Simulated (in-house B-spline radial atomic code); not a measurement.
Configurations of Eu⁶⁺, with energies counted from [Kr] 4d10 (4f5/2)5 5s2 (5p1/2)2 (5p3/2)2. All numbers are computed (Dirac-Hartree-Fock, average of each configuration as written; Fermi nucleus of rms radius 5.1115 fm) with a B-spline radial code for spherical atoms, not measured. Energies include first-order Breit, QED and recoil terms.

Occupations are held fixed; configurations that lie above the ionisation limit could autoionise.

```json
{"configuration": "[Kr] 4d10 (4f5/2)4 (4f7/2)1 5s2 (5p1/2)2 (5p3/2)2", "E - E(ref) (eV)": "2.8429", "highest orbital": "4f7/2", "its <r> (bohr)": "0.788"}
{"configuration": "[Kr] 4d10 (4f5/2)1 (4f7/2)4 5s2 (5p1/2)1 (5p3/2)3", "E - E(ref) (eV)": "10.515", "highest orbital": "4f5/2", "its <r> (bohr)": "0.7794"}
{"configuration": "[Kr] 4d10 (4f5/2)4 5s2 (5p3/2)4 (6p1/2)1", "E - E(ref) (eV)": "58.599", "highest orbital": "6p1/2", "its <r> (bohr)": "2.819"}
{"configuration": "[Kr] 4d10 (4f5/2)2 (4f7/2)2 5s2 (5p1/2)2 (5p3/2)2 (6d3/2)1", "E - E(ref) (eV)": "61.865", "highest orbital": "6d3/2", "its <r> (bohr)": "3.469"}
{"configuration": "[Kr] (4d3/2)4 (4d5/2)5 (4f5/2)3 (4f7/2)2 5s2 (5p3/2)4 (6g9/2)1", "E - E(ref) (eV)": "231.43", "highest orbital": "6g9/2", "its <r> (bohr)": "6.081"}
```

(1) Order these further configurations by energy, lowest first.
A. [Kr] 4d10 (4f5/2)1 (4f7/2)4 5s2 (5p1/2)1 (5p3/2)2 7s1
B. [Kr] 4d10 (4f7/2)4 5s2 (5p1/2)2 (5p3/2)2 6s1
C. [Kr] (4d3/2)4 (4d5/2)5 (4f5/2)5 5s2 (5p3/2)4 (9g7/2)1
D. [Kr] (4d3/2)3 (4d5/2)6 (4f5/2)1 (4f7/2)4 5s2 (5p3/2)4 9s1
E. [Kr] 4d10 (4f5/2)5 5s2 (5p3/2)3 (7p1/2)1

(2) How far above the reference does [Kr] 4d10 (4f5/2)1 (4f7/2)4 5s2 (5p1/2)2 (5p3/2)2 lie?

Answers

(1) B (42.704 eV), A (76.921 eV), E (81.566 eV), C (235.31 eV), D (238.49 eV).

(2) 6.1572 eV; its least bound orbital is 4f5/2 with <r> = 0.7826 bohr.
